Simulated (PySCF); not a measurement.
## RbAl from Hartree–Fock to correlated methods

State: ³Π (triplet), unpaired electrons σ ↑, π ↑. Set-up: basis Rb def2-SVPD with ECP28, Al def2-SVPD; scalar-relativistic core potentials; PySCF 2.14. De refers to Rb + Al in their high-spin ground configurations, without counterpoise correction. The functionals are run spin-unrestricted. A positive dipole means Rb(−)Al(+).

```tsv
Level	Re (Å)	ωe (cm⁻¹)	De (eV)	μ (D)	CPU s a point (SCF and correlation, without the integrals)
UHF	3.706	108	0.177	-9.03	0.19
UHF-MP2	3.618	113	0.386	n/a	0.31
UHF-SCS-MP2	3.631	112	0.314	n/a	n/a
UHF-CCSD	3.625	114	0.384	n/a	n/a
UHF-CCSD(T)	3.617	116	0.421	n/a	4.6
PBE	3.576	118	0.68	-6.48	0.62
revPBE	3.624	114	0.63	-6.85	0.45
r²SCAN	3.588	122	0.72	-7.63	0.82
PBE0	3.561	123	0.63	-7.40	0.86
B97-3	3.587	120	0.55	-7.11	0.55
MN15	3.579	118	0.67	-6.15	0.88
LC-ωPBE	3.510	139	0.61	-9.98	0.85
```

The bond length runs from 3.510 Å (LC-ωPBE) to 3.706 Å (UHF). De spans 0.18 eV (UHF, mean field) to 0.72 eV (r²SCAN, meta-GGA). Correlation at CCSD(T) changes the Hartree–Fock bond energy by +0.24 eV; the triples alone change it by +0.04 eV.

Correlated steps freeze 5 core orbitals. Correlated levels converge slowly with the basis: in double zeta they bind strong bonds too weakly, by up to about 1 eV, and carry superposition errors of some tenths. Spin–orbit coupling is left out. The state was picked by a PBE0 search and need not be the measured ground state.

The whole job (state search and all levels along the bond) took about 2.3 min on 1 thread of Oxide Virtual Turin-like (shared host), peak memory 0.68 GiB.
